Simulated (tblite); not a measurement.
Compound: H₁₀P₂Si₃.
Structure used (GFN2-xTB), in Å, numbered top down from 1:
```xyz
15
H10P2Si3 angstrom
Si    -1.6977    1.5065   -0.3573
P     -0.9581   -0.0433    1.0620
Si    -1.0493   -1.8929   -0.1737
Si     1.2203    0.4223    1.1139
P      2.2281    0.4314   -0.8975
H     -1.5882    2.7809    0.3496
H     -3.0924    1.1784   -0.6445
H     -0.9200    1.5383   -1.5982
H     -0.3667   -2.9387    0.5876
H     -0.4015   -1.7325   -1.4795
H     -2.4653   -2.1992   -0.3545
H      1.8265   -0.5256    2.0560
H      1.3566    1.7821    1.6431
H      3.4887    0.6384   -0.3731
H      2.4147   -0.9382   -0.9559
```

Computed values, GFN2-xTB/tblite, gas phase, harmonic and unscaled. The method is semi-empirical: single wavenumbers can be off by several per cent or more. Modes of hydrogen on phosphorus and silicon can be 10 to 20 % off. One conformer, not necessarily the lowest.

Harmonic wavenumbers (cm⁻¹): 29.7, 79.0, 79.7, 88.0, 106.0, 107.8, 128.7, 157.7, 379.1, 397.3, 449.7, 483.3, 486.4, 496.3, 523.2, 524.6, 572.6, 588.6, 632.2, 685.7, 706.8, 742.8, 749.4, 752.6, 763.4, 769.7, 773.3, 785.8, 1140.6, 2198.7, 2211.7, 2221.7, 2231.9, 2254.2, 2261.9, 2269.6, 2283.0, 2310.2, 2397.3.

A = 1634, B = 1025, C = 860.6 MHz; mass 155.957 u (most abundant isotopes); point group C1, symmetry number 1.

Zero-point energy?

Half the sum of the wavenumbers: 18410 cm⁻¹ = 220.23 kJ/mol.

What is S at 400 K and 1 bar for an ideal gas of classical rigid rotors and harmonic oscillators?

Translation 177.94, rotation 128.31, vibration 213.79: S = 520.0 J/(mol K).

And Cp and H(400 K) − H(0)?

Cp = 215.31 J/(mol K), of which vibrations give 182.06 (their classical limit is 39 R = 324.3); H(400 K) − H(0) = 54.88 kJ/mol without the zero-point energy, 41.58 from vibrations.

What must be added to the electronic energy to get the Gibbs energy at 400 K and 1 bar?

ZPE + [H(400 K) − H(0)] − T·S = 220.23 + 54.88 − 208.01 = 67.10 kJ/mol.

Which modes carry the vibrational entropy at 400 K?

29.7 cm⁻¹: 26.91; 79.0 cm⁻¹: 18.80; 79.7 cm⁻¹: 18.73; 88.0 cm⁻¹: 17.91; 106.0 cm⁻¹: 16.38; 107.8 cm⁻¹: 16.24 J/(mol K); the other 33 give 98.80 together.

Hindered rotation and anharmonicity are outside this model. Other conformers, if any are populated, would add a mixing term that is left out. The structure is chiral; the term R ln 2 for an equal mix with its mirror image is left out.
